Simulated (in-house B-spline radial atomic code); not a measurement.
Ionising Pm XXVII (Pm26+) with different functionals

Computed with a radial B-spline atomic code at the basis-set limit: scalar-relativistic (spin-free X2C) Hamiltonian, Fermi nucleus of rms radius 4.962 fm, spin-polarised at highest spin, spherical fractional occupations for the functionals. The ionisation energy is the difference of two self-consistent energies, [Ar] 3d10 4s2 4p5 → [Ar] 3d10 4s2 4p4, without Breit or QED terms; ε is the level of the shell that loses the electron (its least bound occupied spin orbital). There is no spin-orbit coupling in this Hamiltonian.

Hybrids are left out here: with spherical fractional occupations of an open shell their exact exchange keeps a self-interaction that integer-occupation calculations don't have.

```csv
method,rung,ΔSCF (eV),-ε(4p) (eV)
PW91,GGA,967.45,947.89
BP86,GGA,967.55,947.97
SCAN,meta-GGA,967.57,948.58
r2SCAN,meta-GGA,967.48,948.51
```

Task: Among the functionals, which spreads more, the ΔSCF values or the orbital energies?

Result: The orbital energies: ΔSCF values span about 0.11 eV and the orbital energies 0.69 eV; here energy differences depend much less on the functional than eigenvalues do.

Task: How do they compare with the NIST value?

Result: NIST lists 956 eV ± 4 (tabulated theory, ground level to ground level). Errors run from +11.45 to +11.57 eV. The correlated functionals all miss on the same side by more than they spread, so the cause is common to them (spin-orbit coupling, Breit-QED terms, multiplet and fine-structure energies, or a listed next ion that isn't the cheapest removal here) and closeness doesn't rank the functionals.
